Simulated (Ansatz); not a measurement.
C₂H₅ClSi (`ClC1C[SiH2]1`), relaxed with RKS PBE0-D4/def2-TZVP in the Gaussian-basis code of Ansatz from a PBE-D4/def2-SVP geometry. The force threshold is 0.005 eV/Å; the program also tests the step.

Charge 0, multiplicity 1.

Start:

```xyz
9

Cl    0.294   -1.222    2.050
C    -0.307   -0.032    0.864
C    -0.605   -0.530   -0.557
Si    0.811    0.709   -0.464
H    -1.081    0.608    1.322
H    -0.318   -1.577   -0.761
H    -1.588   -0.263   -0.981
H     2.200    0.180   -0.585
H     0.595    2.126   -0.888
```

By how much does the energy fall, and how many steps does the optimiser take? (An estimate is asked.)

The calculation gave: 1.08 kcal/mol, in 5 steps.

Which bonds change most? (An estimate is asked.)

Computed: C2–Si4 from 1.887 to 1.855 Å; C3–Si4 from 1.884 to 1.853 Å; Cl1–C2 from 1.784 to 1.761 Å; C2–H5 from 1.104 to 1.084 Å.

Give the relaxed structure. (Best estimate.)

Computed: 
```xyz
9

Cl    0.286   -1.206    2.023
C    -0.296   -0.023    0.856
C    -0.596   -0.524   -0.560
Si    0.796    0.695   -0.460
H    -1.067    0.597    1.302
H    -0.320   -1.557   -0.749
H    -1.570   -0.266   -0.964
H     2.174    0.184   -0.577
H     0.592    2.100   -0.871
```
